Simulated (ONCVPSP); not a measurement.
# Ranking ONCV potentials for hafnium (Hf)

All share these settings but for the change named:

- Element: Hf
- Generator: ONCVPSP 4.0.1
- Type: optimised norm-conserving Vanderbilt (ONCV)
- Functional: PBE
- Relativity: scalar-relativistic
- Frozen core: [Kr] 4d10 4f14
- Valence charge: 12
- Reference configuration: 5s2 5p6 5d2 6s1 (charge +1)
- Partial waves: 5s+6s: rc 1.70 bohr, ncon 4, nbas 9, qcut 6.4 1/bohr, 2 projectors; 5p: rc 1.75 bohr, ncon 4, nbas 8, qcut 8.1 1/bohr, 2 projectors, debl 3.7 Ha; 5d: rc 3.10 bohr, ncon 4, nbas 9, qcut 4.7 1/bohr, 2 projectors, debl 1.3 Ha
- Local potential: polynomial inside 1.25 bohr (lpopt 4, dvloc0 0 Ha)
- Core correction: polynomial model core, fcfact 0.55

Cutoff: the first of the cutoffs (Ha) at which the residual kinetic energy of the hardest occupied pseudo-wave falls to 1 and 0.1 mHa per electron; the density cutoff is not measured.

The base gives 21 Ha.

Of 4 variants that were run, those that failed, showed a ghost or another fault, or gave nearly equal values are left out.

A variant can come out equal or close to the base.

**Question.** Rank these variants from softest to hardest (loose cutoff).
A. all radii but the core radius scaled by about 1.22 (s 2.06, p 2.12, d 3.78 bohr); local potential polynomial inside 1.52 bohr (lpopt 4, dvloc0 0 Ha)
B. functional LDA (Perdew-Wang 92)
C. p: qcut 6.1

**Answer.** A (13 Ha), C (16 Ha), B (21 Ha).
